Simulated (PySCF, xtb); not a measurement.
CH4F2GeO, SMILES C[O][GeH]([F])[F].

GFN2-xTB (xtb) at its own geometry gives an orbital gap of 7.78 eV and a dipole moment of 4.04 D.

Geometry: B3LYP-D3(BJ)/def2-SVP. This is a generated structure with no PubChem entry under its InChIKey; it may be hypothetical. Other conformers were not sampled.

### Question
What does PBE/def2-TZVP run with PySCF give? (An estimate is asked for; the answer gives what the named calculation found.)

### Answer
gap 6.01 eV (levels -7.17 and -1.16 eV), dipole 1.45 D.
